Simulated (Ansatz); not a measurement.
```xyz
3

C     0.0013    0.0215   -0.6362
F     0.0176    0.9786    0.1847
F     0.0028   -1.0591    0.1617
```

Basis set: def2-TZVP (spherical functions). Frozen core: 3 orbitals. Charge 0, multiplicity 1.

Computed with Ansatz (development build ahead of 0.2.0); each method stands on the lowest determinant of its kind that the runs found. Restricted open shells among the atoms or ions are ROHF, correlated in semicanonical orbitals with singles.

**Question.** Give the atomization energy at this shape (free ground-state atoms in the same class of orbitals less the molecule, no zero-point energy) of singlet CF₂ by RHF-MP2, RHF.

**Answer.**

| method | atomization energy |
| --- | --- |
| RHF-MP2 | 11.35 eV |
| RHF | 7.18 eV |
